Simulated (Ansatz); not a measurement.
Input file for Ansatz (a program for electronic structure): R-CCSD(T)/def2-SVPD on H4OSi (SMILES O[SiH3]) with ghost functions, monomers drawn apart or pushed together.

Ansatz 0.2 input:
```yaml
crystal:
  periodic: [false, false, false]
  atoms:
    - {symbol: O, position_ang: [0.98236823, -0.97221313, 6.01859995]}
    - {symbol: Si, position_ang: [-0.02618273, 0.01978854, 6.88075585]}
    - {symbol: H, position_ang: [1.92578321, -0.92371699, 6.19000338]}
    - {symbol: H, position_ang: [0.11001775, -0.22246103, 8.33891413]}
    - {symbol: H, position_ang: [-1.39258003, -0.31421364, 6.43827853]}
    - {symbol: H, position_ang: [0.26153055, 1.45081451, 6.62104590]}
basis:
  gaussian:
    orbitals: def2-SVPD
    ghost_atoms:
      - {symbol: As, position_ang: [-0.09349047, 0.05961392, 0.40917591]}
      - {symbol: H, position_ang: [-0.22659116, 0.08116487, -1.11311202]}
      - {symbol: H, position_ang: [-0.25723942, -1.45187726, 0.46913624]}
      - {symbol: H, position_ang: [1.42486738, -0.04103526, 0.33434219]}
magnetization: {spin_polarized: false}
correlation: {method: ccsd_t, electrons: outside_noble_gas}
scf: {lower_state_search: off}
```

The head of its log:

```
Functional definition: HF
[...]
these checks for a lower state are left out or cut short: stability, starts, cluster_reference, orbital_swaps, neighbouring_geometries, increment
integrals: 0.30 GiB planned
1225 factors; integrals over basis functions are off by at most 1.2e-3 eV
mean field: 0.28 GiB planned
mean field evaluation 1: about -9957.5112 eV, gradient 3.3e1 eV
mean field evaluation 2: about -9957.5118 eV, gradient 3.3e1 eV
mean field evaluation 4: about -9959.7116 eV, gradient 2.3e0 eV
mean field evaluation 8: about -9959.7318 eV, gradient 3.3e-4 eV
mean field -9959.73175240 eV, -366.0133909520 hartree, gradient 1.9e-6 eV, S^2 0.000000; 0 other end points of the search recorded, 0 dependent functions left out
6 core orbitals not correlated
reference -9959.73175240 eV, -366.0133909520 hartree; 7, 7 occupied and 128, 128 virtual orbitals, 1225 factors
```

What total energy does the run end on?

-366.3600 hartree (reference determinant -366.0134, T1 diagnostic 0.012).
